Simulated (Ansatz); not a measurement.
Cartesian coordinates (Å):
```xyz
10

Cd    -0.1577    -0.1105     0.0224
C     -2.1006     0.6488     0.0165
H     -2.0793     1.7400    -0.1232
H     -2.5994     0.4222     0.9703
H     -2.6796     0.1982    -0.8030
O      1.7377    -0.6714     0.0358
C      2.1872    -1.9908    -0.0130
H      1.8532    -2.6141     0.8457
H      3.2952    -2.0008     0.0095
H      1.8901    -2.5355    -0.9365
```
Charge 0, spin multiplicity 1.

Method: frozen-core CCSD(T)/def2-TZVPP // r2SCAN-D4/def2-SVP in Ansatz (a program for electronic structure).

```yaml
HF energy: -320.98777 Ha
MP2 correlation energy: -1.32600 Ha
```

Estimate the CCSD correlation energy, the (T) correction, the total energy and the T1 diagnostic.


| Property | Result |
|---|---|
| CCSD correlation energy | -1.31769 Ha |
| (T) correction | -0.04479 Ha |
| CCSD(T) total energy | -322.35025 Ha |
| T1 diagnostic | 0.015 |
